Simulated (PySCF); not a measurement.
# Predicted spectroscopic data

Calculated, not measured (PySCF): coordinates at the GFN2-xTB level, shielding tensors at PBE0/pcSseg-1 (GIAO). One computed conformer, equivalent nuclei averaged, non-relativistic Hamiltonian, in vacuum.

Chemical shifts δ = σref − σ; $^{1}$H and $^{13}$C vs TMS, all at this level. Splittings of carbon signals by F and P are missing where no couplings were computed. Where no couplings were computed, multiplicities follow the n + 1 count of equivalent neighbours, and m marks all less simple cases (inequivalent or close neighbours, rings, F or P nearby). Shifts are as computed. Against solution values, carbons near 30 ppm lie about +3 ppm off and those near 130 ppm about +5 ppm; carbons on Cl a further +6 ppm. Of 1211 compounds with measured shifts, 218 miss one by over three times the rms of a fit or turn the order of signals round; such compounds aren't used in these exercises. Carbons bonded to Cl come out too deshielded.

**1.** SMILES C=CC(=C)C(=C)CCF, C8H11F. $^{1}$H NMR (400 MHz, computed): δ 6.76 (m, 1H), 5.75 (br s, 1H), 5.65 (m, 1H), 5.51 (m, 1H), 5.49 (m, 1H), 5.45 (m, 1H), 5.19 (br s, 1H), 4.58 (m, 2H), 2.86 (m, 2H). $^{13}$C{$^{1}$H} NMR (computed): δ 157.7, 149.8, 147.2, 124.7, 124.6, 123.1, 86.0, 47.6.

**2.** SMILES C=C[C@@]1(C(F)(F)F)C[C@@H]1C(=O)Cl, C7H6ClF3O. $^{1}$H NMR (400 MHz, computed): δ 6.70 (m, 1H), 5.71 (m, 1H), 5.56 (m, 1H), 2.24 (m, 1H), 2.17 (m, 1H), 1.71 (m, 1H). $^{13}$C{$^{1}$H} NMR (computed): δ 179.4 (C), 141.5 (CH), 133.4 (C), 126.4 (CH2), 45.6 (C), 39.9 (CH), 19.2 (CH2).
